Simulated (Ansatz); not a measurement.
Ansatz (an electronic-structure program) input (RI-MP2/cc-pVTZ):
A basis named .json is the Basis Set Exchange file of that set.

Ansatz 0.2 input:
```yaml
crystal:
  periodic: [false, false, false]
  atoms:
    - {symbol: C, position_ang: [0.28394200, -0.06438583, -0.02034964]}
    - {symbol: Br, position_ang: [0.34753579, 1.75978183, -0.47948918]}
    - {symbol: Br, position_ang: [-0.00023960, -0.49137397, 1.79055149]}
    - {symbol: Br, position_ang: [-0.39597196, -1.25737028, -1.30757380]}
basis:
  gaussian:
    orbitals: cc-pVTZ
    fitting: {mean_field: def2-universal-jkfit, correlation: cc-pVTZ-RIFIT.json}
magnetization: {spin_polarized: true, initial_magnetization: 1}
correlation: {method: mp2, electrons: outside_noble_gas}
```

Output:

```
Functional definition: HF
integrals: 0.19 GiB planned
873 factors; integrals over basis functions are off by at most 3.1e-1 eV
579 factors; integrals over basis functions are off by at most 1.3e2 eV
mean field: 1.34 GiB planned
mean field evaluation 1: about -211027.2104 eV, gradient 1.6e1 eV
mean field evaluation 2: about -211028.2363 eV, gradient 1.6e1 eV
mean field evaluation 4: about -211029.6986 eV, gradient 1.6e0 eV
mean field evaluation 8: about -211029.8397 eV, gradient 8.7e-3 eV
mean field -211029.83966364 eV, -7755.2035664758 hartree, gradient 2.7e-6 eV, S^2 0.777126; 0 other end points of the search recorded, 0 dependent functions left out
43 core orbitals not correlated
reference -211029.83966364 eV, -7755.2035664758 hartree; 13, 12 occupied and 103, 104 virtual orbitals, 579 factors
second order -16.88953203 eV of doubles, -0.00000000 eV of singles
Total energy: -211046.72919566 eV, -7755.8242453296 hartree
```

It need not be the lowest isomer of its formula.
